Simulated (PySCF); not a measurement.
**Assigning NMR signals**

Numbering as in the mapped SMILES `[CH2:1]=[CH:2][CH2:3][C:4](=[O:5])/[CH:6]=[CH:7]/[SiH:8]([CH3:9])[CH3:10]` (H(Xn): hydrogen on atom n). Ha(C1) is cis to C3; Hb(C1) is trans to C3.

[PySCF 2.14.0 with density-fitted response routines: GFN2-xTB geometry; NMR shieldings at PBE0/pcSseg-1/GIAO; a single conformation; isolated molecule; one averaged value for each set of equivalent atoms; non-relativistic Hamiltonian]

Scale: 13C and 1H vs TMS (reference shieldings calculated alike).

**Question.** Assign these signals to the numbered atoms. 13C{1H} NMR (computed): δ 196.6 (C), 156.6 (CH), 146.3 (CH), 141.8 (CH), 127.6 (CH2), 56.2 (CH2), -2.5 (CH3).

**Answer.** 
```tsv
δ (ppm)	atoms	environment	reason
196.6	C4	ketone carbonyl carbon	low-lying n→π* states of the double bond to the heteroatom give a large paramagnetic term (-259 ppm)
156.6	C7	β carbon of a C=C–C=O unit	conjugation with the carbonyl draws π density from the β position
146.3	C6	α carbon of a C=C–C=O unit	as expected for a trigonal carbon in a double bond
141.8	C2	alkene CH	the olefinic region
127.6	C1	terminal =CH2 carbon	as expected for a trigonal carbon in a double bond
56.2	C3	sp3 CH2 α to a carbonyl	α to the electron-withdrawing carbonyl group
-2.5	C9/C10	methyl carbon bonded to Si	an electropositive neighbour leaves it electron-rich and shielded
```

**Question.** Assign these signals to the numbered atoms. 1H NMR (500 MHz, computed): δ 7.75 (m, 1H), 7.07 (d, 1H), 6.02 (m, 1H), 5.69 (m, 1H), 5.57 (m, 1H), 4.59 (m, 1H), 3.17 (d, 2H), 0.21 (d, 6H).

**Answer.** 
7.75 → H(C7), hydrogen on a β carbon of a C=C–C=O unit: a vinylic proton, deshielded by the sp2 carbon and the C=C anisotropy
7.07 → H(C6), hydrogen on an α carbon of a C=C–C=O unit: a vinylic proton, deshielded by the sp2 carbon and the C=C anisotropy
6.02 → H(C2), hydrogen on an alkene CH: attached to an sp2 carbon and in the plane of the double bond
5.69 → Ha(C1), hydrogen on a terminal =CH2 carbon: olefinic region
5.57 → Hb(C1), hydrogen on a terminal =CH2 carbon
4.59 → H(Si8), hydrogen on a silicon bonded to 3 C
3.17 → H(C3), hydrogen on an sp3 CH2 α to a carbonyl: α to C=O
0.21 → H(C9)/H(C10), hydrogen on a methyl carbon bonded to Si: an electropositive neighbour shields it, as in TMS itself

Shifts are as computed. Against solution values, carbons near 30 ppm lie about +3 ppm off and those near 130 ppm about +5 ppm. Of 1211 compounds with measured shifts, 218 miss one by over three times the rms of a fit or turn the order of signals round; such compounds aren't used in these exercises. Multiplicities follow the n + 1 count of equivalent neighbours, as no J values were calculated; m marks all less simple cases, F and P coupling included.
